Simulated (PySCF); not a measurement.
SMILES CC(C)(C)[SiH2]F (GFN2-xTB optimised geometry):

```
17

Si     0.624    -1.361     0.000
F      0.219    -2.057     1.399
C     -0.109     0.407     0.000
C      0.239     1.126    -1.305
C      0.459     1.210     1.174
C     -1.633     0.343     0.139
H      2.079    -1.361     0.000
H      0.025    -2.212    -1.018
H     -0.163     0.591    -2.163
H      1.316     1.207    -1.430
H     -0.180     2.132    -1.307
H      1.540     1.308     1.094
H      0.029     2.212     1.192
H      0.229     0.725     2.121
H     -2.079    -0.191    -0.698
H     -2.054     1.348     0.164
H     -1.916    -0.165     1.059
```

Method: CAM-B3LYP/def2-SVP (PySCF).

What are the frontier orbital energies and the dipole moment?

HOMO-2 -10.83 eV, HOMO-1 -10.74 eV, HOMO -9.35 eV, LUMO 1.87 eV, LUMO+1 2.38 eV; dipole moment 1.75 D.

On the same geometry PBE/def2-SVP (PySCF) gives HOMO-2 -8.00 eV, HOMO-1 -7.84 eV, HOMO -6.69 eV, LUMO -0.13 eV, LUMO+1 0.62 eV; dipole moment 1.64 D.

Meta-Löwdin charges at CAM-B3LYP/def2-SVP: Si1 0.93, F2 -0.49, C3 -0.15, C4 -0.29, C5 -0.29, C6 -0.29, H7 -0.13, H8 -0.13, H9 0.09, H10 0.09, H11 0.09, H12 0.09, H13 0.09, H14 0.10, H15 0.09, H16 0.09, H17 0.10.
